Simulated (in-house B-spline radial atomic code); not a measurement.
# Ionising neutral bromine with different functionals

Computed with a radial B-spline atomic code at the basis-set limit: scalar-relativistic (spin-free X2C) Hamiltonian, Fermi nucleus of rms radius 4.1629 fm, spin-polarised at highest spin, spherical fractional occupations for the functionals, and exact exchange of hybrids averaged over the configuration. The ionisation energy is the difference of two self-consistent energies, [Ar] 3d10 4s2 4p5 → [Ar] 3d10 4s2 4p4, without Breit or QED terms; ε is the level of the shell that loses the electron (its least bound occupied spin orbital). There is no spin-orbit coupling in this Hamiltonian.

```json
{"method": "PBE0", "rung": "global hybrid", "ΔSCF (eV)": "11.84", "-ε(4p) (eV)": "8.75"}
{"method": "B3LYP", "rung": "global hybrid", "ΔSCF (eV)": "11.94", "-ε(4p) (eV)": "8.54"}
{"method": "TPSSh", "rung": "global hybrid", "ΔSCF (eV)": "11.88", "-ε(4p) (eV)": "8.02"}
{"method": "BHandHLYP", "rung": "global hybrid", "ΔSCF (eV)": "?", "-ε(4p) (eV)": "?"}
{"method": "r2SCAN0", "rung": "global hybrid", "ΔSCF (eV)": "11.93", "-ε(4p) (eV)": "8.89"}
{"method": "B97-1", "rung": "global hybrid", "ΔSCF (eV)": "11.79", "-ε(4p) (eV)": "8.47"}
{"method": "HSE06", "rung": "range-separated hybrid", "ΔSCF (eV)": "11.84", "-ε(4p) (eV)": "8.33"}
{"method": "wB97X", "rung": "range-separated hybrid", "ΔSCF (eV)": "11.78", "-ε(4p) (eV)": "11.16"}
{"method": "CAM-B3LYP", "rung": "range-separated hybrid", "ΔSCF (eV)": "11.93", "-ε(4p) (eV)": "10.20"}
{"method": "LC-wPBE", "rung": "range-separated hybrid", "ΔSCF (eV)": "?", "-ε(4p) (eV)": "?"}
```

(1) What does BHandHLYP give?

(2) What does LC-wPBE give?

(3) Among the functionals, which spreads more, the ΔSCF values or the orbital energies?

(4) How do they compare with the NIST value?

## Answers

(1) ΔSCF 11.75 eV, and -ε(4p) = 9.92 eV.

(2) ΔSCF 11.89 eV, and -ε(4p) = 11.62 eV.

(3) The orbital energies: ΔSCF values span about 0.19 eV and the orbital energies 3.60 eV; here energy differences depend much less on the functional than eigenvalues do.

(4) NIST lists 11.814 eV (measured, ground level to ground level). Errors run from -0.07 to +0.12 eV; B97-1 is closest (-0.03 eV), but part of that can be cancellation, since the calculations leave out spin-orbit coupling, Breit-QED terms, multiplet and fine-structure energies.
